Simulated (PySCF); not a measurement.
C₂H₉NOSi₂, SMILES CN1C[Si@@H](O)[SiH2]1.

Geometry: ωB97X-D3(BJ)/def2-SVP. The structure was generated by enumeration; whether it is a known compound was not checked. One conformer was computed; it need not be the lowest.

Two levels are set side by side: TDA-PBE/def2-SVPD (PySCF) and TDA-PBE0/def2-SVPD (PySCF). Vertical, same geometry. The lowest singlet is HOMO→LUMO 95 % with PBE and HOMO→LUMO 64 %, HOMO→LUMO+1 35 % with the other functional; states are paired by order. Differences are taken from unrounded values.

```json
[
 {"quantity": "lowest singlet excitation (eV)", "TDA-PBE": "4.13"},
 {"quantity": "lowest triplet excitation (TDA) (eV)", "TDA-PBE": "3.88"}
]
```

Problem. These are the TDA-PBE values. What does TDA-PBE0 give? (The exact figures need the calculation; the answer reports its results.)

Solution. 
| quantity | TDA-PBE0 | TDA-PBE minus TDA-PBE0 |
|---|---|---|
| lowest singlet excitation (eV) | 4.90 | -0.77 |
| lowest triplet excitation (TDA) (eV) | 4.62 | -0.74 |

Functionals without exact exchange tend to place singlet excitations lower, as here. Differences between two approximate levels are no errors against the true value.

Rough cost on one machine, each run with all the roots and properties that it gave: TDA-PBE0 against TDA-PBE about 2 times.
